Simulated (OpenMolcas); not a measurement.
# Multiconfigurational calculation on Co3+

Input:

```
&GATEWAY
Coord
1

Co 0.0 0.0 0.0
Basis=ANO-RCC-VTZP
Group=XYZ
NoMove
AngMom=0.0 0.0 0.0
AMFI
&SEWARD
* reference wave functions (RASSCF and RASSI steps not shown): 6 electrons in 5 orbitals (3d)
>>> COPY JOB001 $Project.JobIph
&CASPT2
Multistate=5 1 2 3 4 5
Frozen=2 3
IPEA=0.25
Imaginary=0.1
MaxIter=60
WThr=0.0 0.3 0.05
PrWF=0.5
NoMix
>>> COPY JOB002 $Project.JobIph
&CASPT2
Multistate=45 1 2 3 4 5 6 7 8 9 10 11 12 13 14 15 16 17 18 19 20 21 22
23 24 25 26 27 28 29 30 31 32 33 34 35 36 37 38 39 40 41 42 43 44 45
Frozen=2 3
IPEA=0.25
Imaginary=0.1
MaxIter=60
WThr=0.0 0.3 0.05
PrWF=0.5
NoMix
>>> COPY JOB003 $Project.JobIph
&CASPT2
Multistate=50 1 2 3 4 5 6 7 8 9 10 11 12 13 14 15 16 17 18 19 20 21 22
23 24 25 26 27 28 29 30 31 32 33 34 35 36 37 38 39 40 41 42 43 44 45 46
47 48 49 50
Frozen=2 3
IPEA=0.25
Imaginary=0.1
MaxIter=60
WThr=0.0 0.3 0.05
PrWF=0.5
NoMix
```

Launched by
```bash
OMP_NUM_THREADS=1 MOLCAS_MEM=1689 MOLCAS_PROJECT=a pymolcas a.inp > a.log  # once for each step of the input, in one work folder
```

Output, cut to the results:

```
--- CASPT2 ---
Orbital specifications:
      -----------------------

      Symmetry species                           1   2
                                                ag  au
      Frozen orbitals                            2   3
      Inactive orbitals                          1   3
      Active orbitals                            5   0
      Secondary orbitals                        22  23
      Deleted orbitals                           0   0
      Number of basis functions                 30  29
Type of calculation                        MS-CASPT2
      Fock operator                              state-specific
      IPEA shift                                 0.25
      Real shift                                 0.00
      Imaginary shift                            0.10
      The input orbitals will be transformed to quasi-canonical
Reference energy:       -1389.8457949125
      E2 (Non-variational):      -0.4052847411
      Shift correction:          -0.0000787804
      E2 (Variational):          -0.4053635215
      Total energy:           -1390.2511584340
      Residual norm:              0.0000000966
      Reference weight:           0.95395
      Contributions to the CASPT2 correlation energy
      Active & Virtual Only:         -0.1172636376
      One Inactive Excited:          -0.1978571304
      Two Inactive Excited:          -0.0901639731
Reference energy:       -1389.8457949125
      E2 (Non-variational):      -0.4052896692
      Shift correction:          -0.0000788012
      E2 (Variational):          -0.4053684704
      Total energy:           -1390.2511633829
      Residual norm:              0.0000000989
      Reference weight:           0.95395
      Contributions to the CASPT2 correlation energy
      Active & Virtual Only:         -0.1172692486
      One Inactive Excited:          -0.1978563322
      Two Inactive Excited:          -0.0901640885
::    CASPT2 Root  1     Total energy:  -1390.25115843
::    CASPT2 Root  2     Total energy:  -1390.25116338
::    CASPT2 Root  3     Total energy:  -1390.25116133
::    CASPT2 Root  4     Total energy:  -1390.25116293
::    CASPT2 Root  5     Total energy:  -1390.25116312
::    MS-CASPT2 Root  1     Total energy:  -1390.25116406
::    MS-CASPT2 Root  2     Total energy:  -1390.25116350
::    MS-CASPT2 Root  3     Total energy:  -1390.25116320
::    MS-CASPT2 Root  4     Total energy:  -1390.25116055
::    MS-CASPT2 Root  5     Total energy:  -1390.25115787
--- CASPT2 ---
Orbital specifications:
      -----------------------

      Symmetry species                           1   2
                                                ag  au
      Frozen orbitals                            2   3
      Inactive orbitals                          1   3
      Active orbitals                            5   0
      Secondary orbitals                        22  23
      Deleted orbitals                           0   0
      Number of basis functions                 30  29
Type of calculation                        MS-CASPT2
      Fock operator                              state-specific
      IPEA shift                                 0.25
      Real shift                                 0.00
      Imaginary shift                            0.10
      The input orbitals will be transformed to quasi-canonical
Reference energy:       -1389.7292241246
      E2 (Non-variational):      -0.4109080223
      Shift correction:          -0.0000757062
      E2 (Variational):          -0.4109837285
      Total energy:           -1390.1402078531
      Residual norm:              0.0000009313
      Reference weight:           0.95389
      Contributions to the CASPT2 correlation energy
      Active & Virtual Only:         -0.1170982236
      One Inactive Excited:          -0.2098062321
      Two Inactive Excited:          -0.0840035667
Reference energy:       -1389.7292241246
      E2 (Non-variational):      -0.4108800178
      Shift correction:          -0.0000757170
      E2 (Variational):          -0.4109557347
      Total energy:           -1390.1401798593
      Residual norm:              0.0000009201
      Reference weight:           0.95389
      Contributions to the CASPT2 correlation energy
      Active & Virtual Only:         -0.1170902584
      One Inactive Excited:          -0.2098094204
      Two Inactive Excited:          -0.0839803389
::    CASPT2 Root  1     Total energy:  -1390.14020785
::    CASPT2 Root  2     Total energy:  -1390.14017986
::    CASPT2 Root  3     Total energy:  -1390.14017178
::    CASPT2 Root  4     Total energy:  -1390.14014814
::    CASPT2 Root  5     Total energy:  -1390.14018550
::    CASPT2 Root  6     Total energy:  -1390.14034897
::    CASPT2 Root  7     Total energy:  -1390.14020179
::    CASPT2 Root  8     Total energy:  -1390.14021924
::    CASPT2 Root  9     Total energy:  -1390.14016532
::    CASPT2 Root 10     Total energy:  -1390.14016245
::    CASPT2 Root 11     Total energy:  -1390.14025087
::    CASPT2 Root 12     Total energy:  -1390.14243195
::    CASPT2 Root 13     Total energy:  -1390.14245370
::    CASPT2 Root 14     Total energy:  -1390.14245233
::    CASPT2 Root 15     Total energy:  -1390.13296137
::    CASPT2 Root 16     Total energy:  -1390.13275129
::    CASPT2 Root 17     Total energy:  -1390.13286251
::    CASPT2 Root 18     Total energy:  -1390.13273440
::    CASPT2 Root 19     Total energy:  -1390.13270863
::    CASPT2 Root 20     Total energy:  -1390.13285126
::    CASPT2 Root 21     Total energy:  -1390.13271536
::    CASPT2 Root 22     Total energy:  -1390.11618874
::    CASPT2 Root 23     Total energy:  -1390.11613069
::    CASPT2 Root 24     Total energy:  -1390.11605760
::    CASPT2 Root 25     Total energy:  -1390.11607682
::    CASPT2 Root 26     Total energy:  -1390.11606451
::    CASPT2 Root 27     Total energy:  -1390.11618907
::    CASPT2 Root 28     Total energy:  -1390.11605238
::    CASPT2 Root 29     Total energy:  -1390.11605675
...
```

Levels above the lowest, from the spin-orbit matrix with the single-state CASPT2 energies, averaged by term, on its diagonal:

| Configuration | Term | J | E (cm⁻¹) | Measured (cm⁻¹) | Term weight % | Second |
| --- | --- | --- | --- | --- | --- | --- |
| 3d⁶ | ⁵D | 4 | 0.0 | 0.0 | 100 |  |
| 3d⁶ | ⁵D | 3 | 657 | 639 | 100 |  |
| 3d⁶ | ⁵D | 2 | 1111 | 1078 | 100 |  |
| 3d⁶ | ⁵D | 1 | 1401 |  | 100 |  |
| 3d⁶ | ⁵D | 0 | 1543 | 1494 | 100 |  |
| 3d⁶ | ³P(1) | 2 | 23590 | 22883 | 99 |  |
| 3d⁶ | ³H | 6 | 24680 | 23680 | 100 |  |
| 3d⁶ | ³H | 5 | 24990 | 24032 | 98 | 2 ³G |
| 3d⁶ | ³H | 4 | 25200 | 24272 | 93 | 3 ³F(1) |
| 3d⁶ | ³P(1) | 1 | 25530 | 24729 | 100 |  |
| 3d⁶ | ³F(1) | 4 | 26290 | 25396 | 92 | 5 ³H |
| 3d⁶ | ³P(1) | 0 | 26310 | 25449 | 99 |  |
| 3d⁶ | ³F(1) | 3 | 26620 | 25736 | 97 | 3 ³G |
| 3d⁶ | ³F(1) | 2 | 26860 | 25969 | 100 |  |
| 3d⁶ | ³G | 5 | 30070 | 29022 | 98 | 2 ³H |
| 3d⁶ | ³G | 4 | 30650 | 29592 | 95 | 4 ³F(1) |
| 3d⁶ | ³G | 3 | 30900 | 29868 | 97 | 3 ³F(1) |
| 3d⁶ | ³D | 1 | 37390 | 36382 | 100 |  |
| 3d⁶ | ³D | 2 | 37400 | 36348 | 98 |  |
| 3d⁶ | ¹I | 6 | 37540 | 35943 | 100 |  |
| 3d⁶ | ³D | 3 | 37610 | 36554 | 100 |  |
| 3d⁶ | ¹G(1) | 4 | 38590 | 36683 | 99 |  |
| 3d⁶ | ¹S(1) | 0 | 43080 | 41442 | 99 |  |
| 3d⁶ | ¹D(1) | 2 | 44390 | 42342 | 98 |  |

Against the 22 measured excited levels shown (Sugar and Corliss, J. Phys. Chem. Ref. Data 10, 1097 (1981)) the mean absolute deviation is 980 cm-1; the largest miss in energy is 3d⁶ ¹D₂(1): computed 44390, measured 42342 cm⁻¹ (+4.8 %).

CASPT2 does not keep the components of a term degenerate, so their means are used; among the terms shown or strongly mixed into the levels shown the widest spread is 170 cm-1 (3d⁶ ¹G(1)). Terms from blocks run as CI alone lack orbitals of their own. The CASPT2 spread within a term exceeds the gap to the next term for 3d⁶ ¹I and 3d⁶ ³D, so the order of their levels is uncertain. Computed and measured levels are paired by configuration, term and J; levels that our copy of the source lacks, or whose pairing is in doubt (as where it misses far off the trend of its configuration), stay unpaired and out of the deviations. Only configurations of the active space appear. The table shows the lowest 24 of 34 levels.

The term weight is that of the spin-free term in the level, not the purity of its configuration. A number in round brackets counts repeated terms of one configuration in the order of the reference energies.
